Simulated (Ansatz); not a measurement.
Consider the ligand exchange at the Si–Te bond: `O[SiH](F)[TeH]` + `N[Si](O)(F)F` → `O[SiH](F)N[Si](O)(F)F` + H₂Te.

Calculated with Ansatz (gas phase, PBE0-D4/def2-TZVP geometries, no zero-point term in ΔE). CCSD(T)/CBS adds triple-zeta CCSD(T) − MP2 to the extrapolated MP2 energy (def2 sets, frozen cores). DFT in def2-TZVPP. Elements past krypton have def2 core potentials. For Te outer-core shells are correlated without core-valence functions, which leaves a few kJ/mol of doubt a bond. Each species was taken in one conformer, which may not be the lowest.

```csv
level,ΔE (kJ/mol),difference from CCSD(T)/CBS
r2SCAN-D4,-25.8,-0.2
PBE0-D4,-20.0,5.6
PBE,-11.5,14.1
r2SCAN,-24.4,1.2
PBE0,-17.0,8.6
HF/def2-TZVPP,-37.9,-12.3
CCSD(T)/def2-TZVPP,-33.6,-8.0
MP2/def2-QZVPP,-21.7,3.9
HF/CBS(def2),-38.7,-13.1
CCSD/CBS(def2),-27.3,-1.7
CCSD(T)/CBS,-25.6,0
```

Largest T1 diagnostic among the species: 0.012.

From PBE to PBE0 (25 % exact exchange), in def2-TZVPP and without D4, ΔE moves by −5.5 kJ/mol. In def2-TZVPP, CCSD(T) changes the Hartree–Fock value by +4.3 kJ/mol (the triples alone add +1.7 kJ/mol) and MP2 by +11.8 kJ/mol.
